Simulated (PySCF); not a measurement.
**CdP⁺: from constants to spectrum**

ROHF-CCSD(T) constants of CdP⁺, ³Σ⁻ (triplet), unpaired electrons π ↑↑ (PySCF, scalar-relativistic core potentials, basis sets Cd def2-SVPD with ECP28, P def2-SVPD; masses 113.9034 and 30.9738 u):

| Property | Result |
| --- | --- |
| ωe | 245.9 cm⁻¹ |
| ωexe | 1.14 cm⁻¹ |
| Be | 0.1061 cm⁻¹ |
| αe | 0.000662 cm⁻¹ |
| D (centrifugal) | 7.9e-08 cm⁻¹ |
| De to Cd⁺ + P | 1.44 eV |

Question: Give the vibrational terms G(v) and spacings up to v = 6.

Answer: G(v) = ωe(v+½) − ωexe(v+½)².

```tsv
v	G(v) (cm⁻¹)	G(v) − G(v−1)	Bv (cm⁻¹)
0	122.7		0.1058
1	366.3	243.6	0.1051
2	607.6	241.3	0.1044
3	846.7	239.1	0.1038
4	1083.5	236.8	0.1031
5	1318.0	234.5	0.1025
6	1550.2	232.2	0.1018
```

Question: How well does the Morse estimate ωe²/(4ωexe) reproduce De, and what is D0?

Answer: It gives 1.64 eV, 114 % of the computed De. D0 = De − G(0) = 1.44 − 0.02 = 1.42 eV.

Correlated steps freeze 5 core orbitals. Correlated levels converge slowly with the basis: in double zeta they bind strong bonds too weakly, by up to about 1 eV, and carry superposition errors of some tenths. Spin–orbit coupling is left out. For an ion De counts to the pair picked by the measured ionisation energies or electron affinities, which need not be the lowest pair at this level. The state was picked by a PBE0 search and need not be the measured ground state.
